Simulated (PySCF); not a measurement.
**Mayer bond orders and bond lengths**

Species: 1,3,5-norcaratriene, C₇H₆.
Numbering: `[cH:1]1[cH:2][cH:3][c:4]2[c:5]([cH:6]1)[CH2:7]2` (hydrogens: H8 on C1; H9 on C2; H10 on C3; H11 on C6; H12, H13 on C7)

Geometry (GFN2-xTB, Å), atoms numbered from 1 in this order:
```
atom  x, y, z in Å
C1    -1.5357    0.5950   -0.0789
C2    -1.4523   -0.7656    0.1498
C3    -0.2232   -1.4510    0.2470
C4     0.8459   -0.6331    0.0916
C5     0.7627    0.7248   -0.1370
C6    -0.3990    1.4155   -0.2354
C7     2.1212    0.1212   -0.0536
H8    -2.5127    1.0518   -0.1398
H9    -2.3669   -1.3300    0.2591
H10   -0.1819   -2.5150    0.4272
H11   -0.4880    2.4770   -0.4133
H12    2.7008    0.0034   -0.9631
H13    2.7247    0.3064    0.8287
```

Bond orders from the PBE0/pcSseg-1 density (PySCF). Geometry: GFN2-xTB; no solvent, vibrations or thermal averaging.

How far do the computed orders between heavy atoms stray from the drawn ones?

The largest departure is 0.325, at C4–C5 (drawn aromatic, 1.175), counting aromatic bonds as 1.5. The bonds drawn aromatic range from 1.18 to 1.52.

Set the Mayer orders of the bonds beside their lengths.

| bond | drawn as | length (Å) | Mayer order |
| --- | --- | --- | --- |
| C1–C2 | aromatic | 1.382 | 1.524 |
| C2–C3 | aromatic | 1.411 | 1.364 |
| C3–C4 | aromatic | 1.355 | 1.493 |
| C4–C5 | aromatic | 1.379 | 1.175 |
| C5–C6 | aromatic | 1.355 | 1.493 |
| C5–C7 | single | 1.489 | 0.999 |
| C6–C1 | aromatic | 1.411 | 1.364 |
| C7–C4 | single | 1.489 | 0.999 |
| C1–H8 | single | 1.080 | 0.967 |
| C2–H9 | single | 1.080 | 0.967 |
| C3–H10 | single | 1.080 | 0.972 |
| C6–H11 | single | 1.080 | 0.972 |
| C7–H12 | single | 1.085 | 0.914 |
| C7–H13 | single | 1.085 | 0.915 |

Bonds between the same two heavy elements. C–C: lowest C5–C7 and C7–C4 (0.999, 1.489 Å), highest C1–C2 (1.524, 1.382 Å); in 4 of the 28 pairs the longer bond (by over 0.003 Å) has the higher order (by 0.02 or more). Bonds named together lie within 0.004.

Sum the orders of all bonds at each heavy atom with more than one neighbour and set the sums beside the valence in the SMILES.

C1 3.855 (drawn 4), C2 3.855 (drawn 4), C3 3.829 (drawn 4), C4 3.667 (drawn 4), C5 3.667 (drawn 4), C6 3.829 (drawn 4), C7 3.827 (drawn 4). Orders between atoms that aren't bonded are not in these sums.

For a closed shell the Mayer order of atoms A and B is Σ (PS)μν (PS)νμ over the basis functions μ on A and ν on B, with P the density and S the overlap matrix.
